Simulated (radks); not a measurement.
The numbers below are computed, except where a source is named.
Numerical settings for the molybdenum ion Mo+, [Kr] 4d5. Code: a radial shooting solver on a logarithmic mesh with Libxc functionals. Model: Dirac Kohn-Sham, PBE, spin-unpolarised, spherical densities, point nucleus; open shells are shared between the two j in proportion to 2j + 1. The defaults (mesh step 0.008 in ln r, mesh end at 40 bohr or more with all orbitals vanishing there, Anderson mixing 0.5 over 9 steps, residual threshold near 1e-9 with the energy settled to 1e-9 hartree or 1e-11 of itself, here a cap of 51 iterations) give E = -4048.9489 hartree and 4d5/2 at -10.329 eV in 14 iterations. Run on one thread of a shared host, so times are rough (Arm Neoverse V2): 0.11 s of CPU time, 0.11 s wall, 14 iterations on 2546 mesh points. Changes against that run (0 stands for a change within the tolerance of the run):

| setting | iterations | converged | E (mhartree) | e(4d5/2) (meV) | CPU (s) |
|---|---|---|---|---|---|
| mesh step in ln r 0.2 | 2 | no | diverged | - | 0.01 |
| mesh step in ln r 0.003 | 14 | yes | 0 | 0 | 0.29 |
| mesh step in ln r 0.05 | 14 | yes | -0.00261 | -0.00314 | 0.03 |
| mesh end (bohr) 20 | 14 | yes | 0 | 0 | 0.11 |
| mesh end (bohr) 2 | 13 | level above zero | +8.28e+03 | +5.49e+04 | 0.08 |
| residual threshold 0.01 | 9 | yes | 0 | +0.6 | 0.09 |
| residual threshold 0.1 | 9 | yes | 0 | +0.6 | 0.09 |
| mixing 0.2 | 16 | yes | 0 | 0 | 0.13 |
| linear mixing, mixing 1 | 51 | no | +8.33e+03 | -8.03e+04 | 0.92 |
| linear mixing, mixing 0.05 | 51 | no | +0.374 | -445 | 0.36 |
| mixing history 2 | 20 | yes | 0 | 0 | 0.14 |
| iteration cap 5 | 5 | no | +0.0948 | -84.7 | 0.05 |

Settled on a wrong energy, with an occupied level pushed above zero by the early mesh end: mesh end (bohr) 2 (+8.28 hartree). Apart from these: no run marked as converged misses the energy by more than 1 mhartree. A mesh that ends early acts as a hard wall.
